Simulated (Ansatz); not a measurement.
Born–Oppenheimer molecular dynamics of CH9AlN2O (14 atoms, charge 0, multiplicity 1). It starts from a rough guess of a transition structure, not a stationary point.

The calculation used UKS PBE-D4/STO-3G (Ansatz 0.2.0).

- ensemble: NVE (velocity Verlet)
- time step: 0.5 fs
- steps asked: 150
- starting velocities drawn for: 100 K
- seed: 876961

First frame:

```xyz
14
Properties=species:S:1:pos:R:3
Al 0.086 -0.564 0.236
O 1.706 0.280 -0.948
N -0.896 -1.712 -0.703
N 0.516 -0.651 1.956
H 0.624 0.915 -0.676
C -0.539 1.581 -0.272
H 1.897 0.116 -1.867
H -1.525 -2.394 -0.308
H -0.909 -1.812 -1.707
H 0.159 -1.289 2.653
H 1.300 -0.149 2.347
H -1.360 1.393 0.430
H -0.054 2.487 0.088
H -1.006 1.800 -1.230
```

(1) How far do the bonds stretch over the last three quarters of this one trajectory? (Pairs bonded in most of those frames.)

Answers

(1) 
```csv
bond,mean (Å),spread (Å),shortest,longest
Al1–O2,2.070,0.156,1.81,2.25
Al1–N3,1.849,0.087,1.74,1.99
Al1–N4,1.794,0.067,1.70,1.88
Al1–C6,1.974,0.123,1.77,2.13
O2–H5,1.039,0.036,0.97,1.11
O2–H7,1.066,0.088,0.93,1.27
N3–H8,1.063,0.027,1.01,1.12
N3–H9,1.067,0.030,1.01,1.12
N4–H10,1.054,0.019,1.02,1.10
N4–H11,1.054,0.035,1.00,1.12
C6–H12,1.105,0.008,1.09,1.12
C6–H13,1.109,0.021,1.08,1.14
C6–H14,1.108,0.014,1.09,1.13
```

Mean temperature of the second half: 1059 K. The conserved energy stayed within 0.86 meV per atom of its start (net change -0.52 meV per atom), so the integration is sound. The system heated up, since it started high on the potential surface and ran downhill. A run of 0.075 ps of so small a system gives no equilibrium averages. The orbitals stay closed-shell, which can raise the energy where a bond breaks towards radicals; this wasn't checked here. Limits of this set-up: minimal basis.

Time of the run: 10 min on 1 thread of Arm Neoverse V1, with other jobs on the host, peak memory 0.12 GiB.
